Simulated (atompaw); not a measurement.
**lithium (Li): one change to a PAW (atompaw) potential, before and after**

Li, PAW, made with atompaw 4.2.0.5 (PBE, scalar-relativistic). Core [He], reference 2s1 2p0. Waves: 2s (bound): rc 2.10 bohr; 2s channel at 2.85 Ry: rc 2.10 bohr; 2p (bound, empty): rc 3.00 bohr; 2p channel at 2.3 Ry: rc 3.00 bohr. Local part: ultrasoft scheme with l = 2 at 0 Ry, radius 2.70 bohr. Core correction: smooth core density matched at 2.85 bohr. Augmentation charge: gaussian compensation charge, radius 2.35 bohr; PAW radius 3.00 bohr; waves and projectors: custom rrkj gramschmidtortho.

Change: all radii scaled by about 0.75 (s 1.58, p 2.26 bohr); local potential ultrasoft scheme with l = 2 at 0 Ry, radius 2.04 bohr; augmentation gaussian compensation charge, radius 1.76 bohr; PAW radius 2.26 bohr; waves and projectors: custom rrkj gramschmidtortho; core correction smooth core density matched at 2.14 bohr.

Cutoffs: the cutoffs (Ry, on a coarse ladder) from which the occupation-weighted sum of valence levels, in a spherical-Bessel basis at the reference potential, stays within 10 and 1 mRy of its value at 400 Ry; they do not see the model core or the augmentation charge, which bear on the density cutoff.

Question: What does the change do?

Answer: The potential gets harder (6 Ry and 6 Ry → 35 Ry and 40 Ry); a bound ghost appears in s, which as a rule spoils a file. A smaller radius makes the pseudo-wave follow the all-electron one further in, where it bends more sharply, so more plane waves are needed.

| quantity | base | changed |
| --- | --- | --- |
| cutoff, loose | 6 Ry | 35 Ry |
| cutoff, tight | 6 Ry | 40 Ry |
| bound ghosts | none | s |
| lowest overlap eigenvalue by channel | s 0.57, p 0.94 | s 0.01, p 1.00 |

 A true bound ghost makes a file unfit for plane-wave use even where its test errors are small: the radial tests pick states by their node count and pass the ghost by. The cutoffs see the waves, projectors and local potential, not the compensation charge or the core.
